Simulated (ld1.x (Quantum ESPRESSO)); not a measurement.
## What one change does to a pseudopotential (barium, TM)

Ba, norm-conserving Troullier–Martins (Kleinman–Bylander form), made with ld1.x (Quantum ESPRESSO) 7.5 (PBEsol, scalar-relativistic). Core [Xe], reference 5d0 6s1.5 6p0.5. Waves: 6s (bound): rc 4.20 bohr; 6p (bound): rc 3.45 bohr; 5d (bound, empty): rc 4.20 bohr. Local part: the d channel. Core correction: a·sin(br)/r model core, default radius (core density twice the valence density).

All-electron outer shells of the reference configuration (PBEsol, scalar-relativistic, ld1.x):

```tsv
shell	level (eV)	outermost node (bohr)	outermost maximum (bohr)
5s	-34.30	0.80	1.47
5p	-19.32	0.86	1.67
6s	-3.55	1.96	4.10
5d	-2.44	1.00	2.46
6p	-1.50	2.35	5.34
```

Change: wave 6s (bound): rc 4.20 bohr becomes 6s (bound): rc 2.54 bohr.

Cutoffs: the cutoffs (Ry, on a coarse ladder) from which the occupation-weighted sum of valence levels, in a spherical-Bessel basis at the reference potential, stays within 10 and 1 mRy of its value at 400 Ry; they do not see the model core or the augmentation charge, which bear on the density cutoff. Errors are all-electron minus pseudo energies relative to the spin-unpolarised reference configuration.

What does the change do?

The potential gets harder (6 Ry and 12 Ry → 35 Ry and 40 Ry); both files keep a bound ghost (p, s); the number of tests that count goes from 7 to 6; of the 6 tests that both files solve, the error grows in 5 and shrinks in 0 by more than 15 % and 0.3 meV (median size 3.7 → 10.9 meV). A smaller radius makes the pseudo-wave follow the all-electron one further in, where it bends more sharply, so more plane waves are needed. That the errors move this way runs against the usual rule that smaller radii transfer better.

```tsv
quantity	base	changed
cutoff, loose	6 Ry	35 Ry
cutoff, tight	12 Ry	40 Ry
loose cutoff by channel (10 mRy a level)	s 6 Ry, p 6 Ry	s 30 Ry, p 6 Ry
bound ghosts	s, p	s, p
tests counted (converged, no solver errors)	7 of 7	6 of 7
error for 5d0 6s2 6p0, meV [ΔE -1.02 eV]	-1.8	-1.7
error for 5d0 6s1 6p0, meV [ΔE 4.36 eV]	-5.6	-14
error for 5d0 6s1.5 6p0, meV [ΔE 1.13 eV]	-0.5	-0.8
error for 5d0 6s1 6p1, meV [ΔE 1.03 eV]	+1.2	+7.5
error for 5d0 6s0 6p2, meV [ΔE 3.15 eV]	+35	+118
error for 5d0.5 6s1.5 6p0, meV [ΔE -0.37 eV]	-11	-18
s: phases at 4.57 bohr within 0.05 rad from the reference energy up to (Ry; the scan ends near 5)	1.1	1.0
p: phases at 4.57 bohr within 0.05 rad from the reference energy up to (Ry; the scan ends near 5)	-0.1	-0.1
d: phases at 4.57 bohr within 0.05 rad from the reference energy up to (Ry; the scan ends near 5)	0.7	0.7
```

Changed file: Tests not counted: 5d0 6s0 6p1 (solver errors, printed error -1.8 eV). ld1.x printed “convergence not achieved” for 4 of the counted tests; their residual had stalled under 1e-8, short of the target of 1e-14. A true bound ghost makes a file unfit for plane-wave use even where its test errors are small: the radial tests pick states by their node count and pass the ghost by. Where a test does run into it, the solver fails or the error is huge.
